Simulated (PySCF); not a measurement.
## Excitation energy of Ru by level of theory

Ru [Kr] 4d7 5s1 (5F) → Ru [Kr] 4d6 5s2 (5D), as a difference of total energies. All numbers are calculated (PySCF 2.14, the spin-free X2C one-electron Hamiltonian (Gaussian nucleus), in x2c-QZVPPall). Correlated levels: valence: [Kr] frozen; valence and next inner shell: [Ar] 3d10 frozen. The calculations carry no spin-orbit coupling.

Q: Order these methods by the excitation energy they give, lowest first.
A. LDA
B. MP2 (valence and next inner shell)
C. MP2 (valence)
D. SCS-MP2 (valence)

A: B (6671.7 cm⁻¹), C (7889.0 cm⁻¹), D (8079.1 cm⁻¹), A (9394.6 cm⁻¹).

Errors of the correlated levels include the incompleteness of this basis and the frozen core.

For comparison: 6996.8 cm⁻¹ (measured; NIST levels, between the centres of gravity of the two terms).
